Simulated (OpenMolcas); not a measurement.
# Tc4+: moving or changing the point charges

Tc4+ among 5 point charges of -2 e arranged as a trigonal bipyramid (D3h), 1.79 Å from the ion, with the axial distance 1.933 Å.
```
   1.7900    0.0000    0.0000  -2.00
  -0.8950    1.5502    0.0000  -2.00
  -0.8950   -1.5502    0.0000  -2.00
   0.0000    0.0000    1.9332  -2.00
   0.0000    0.0000   -1.9332  -2.00
```

```
Program             : OpenMolcas
Method              : SS-CASPT2, IPEA 0.25 Eh, imaginary shift 0.1 Eh (closed shells correlated: 4s 4p)
Basis               : ANO-RCC-VTZP [7s6p4d2f1g]
Scalar Hamiltonian  : DKH2, point nucleus
Active space        : 3 electrons in 5 orbitals (4d)
State averaging     : 2S+1 = 4 even, 10 roots; 2S+1 = 2 even, 40 roots
Spin-orbit coupling : state interaction with AMFI integrals over the reference wave functions
```

Runs around this geometry, states (labels of D3, the rotations of D3h). Energies in cm-1 above the lowest state or level, χT in cm3 K/mol.

| R (Å) | q (e) | Axial / equatorial distance | Ground state | First state of that spin | First gap with spin-orbit (degeneracies) | χT at 300 K | First state of another spin |
| --- | --- | --- | --- | --- | --- | --- | --- |
| 1.79 | -1 | 1.08 | 4E | 4E 3350 | 470 (2, 2) | 0.435 | 2E 13320 |
| 1.79 | -2 | 1.08 | 4E | 4E 5890 | 550 (2, 2) | 0.515 | 2E 13100 |
| 1.93 | -2 | 1.08 | 4E | 4E 4330 | 520 (2, 2) | 0.473 | 2E 13350 |
| 1.79 | -2 | 1.17 | 4E | 4E 6300 | 530 (2, 2) | 0.508 | 2E 11850 |

Taking the first state of the same spin as R^-n, n = -ln(4330 / 5890) / ln(1.93 / 1.79) = 4.1 between the shortest and longest distance.

Scaling the charges by -1 / -2 = 0.50 scales the first state of the same spin by 3350 / 5890 = 0.57; with fixed orbitals a first-order splitting would follow the charge.

Roots that are degenerate in the reference are averaged as groups; the widest CASPT2 spread within a group is 480 cm-1 (the 2-fold group of multiplicity 2 near 16700 cm-1 above the lowest state of its run, R = 1.93, q = -2, ratio = 1.08). Shifts and gaps below about the spread of the groups concerned are not significant. An orbital doublet at a regular site is open to a Jahn-Teller distortion, which this geometry leaves out. Free-ion shares, where given, are those of the reference states; single-state CASPT2 does not remix them. This is an electrostatic model: the charges have no orbitals. An unlabelled pair can be two single states that coincide in this model. No measured value stands beside these numbers.
